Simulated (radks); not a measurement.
The numbers below are computed, except where a source is named.
Question: Code: a radial shooting solver on a logarithmic mesh with Libxc functionals. Model: scalar-relativistic Kohn-Sham, LB94 model potential, spin-polarised, spherical densities, finite nucleus; Fermi nuclear charge, rms radius of each element as measured or else 0.836 A^(1/3) + 0.57 fm. Response by self-consistent Sternheimer equations with the Hartree and adiabatic LDA kernel, the relativistic mass of each level held fixed and spin-orbit coupling left out. Rank Ga+, As3+, Zn, Sr8+, Se4+, Kr6+, Rb7+, Br5+, Ge2+ (NIST ground configurations) by static dipole polarisability, largest first.

Answer: Zn 28.20, Ga+ 14.39, Ge2+ 8.855, As3+ 6.001, Se4+ 4.320, Br5+ 3.243, Kr6+ 2.510, Rb7+ 1.989, Sr8+ 1.607 bohr^3.
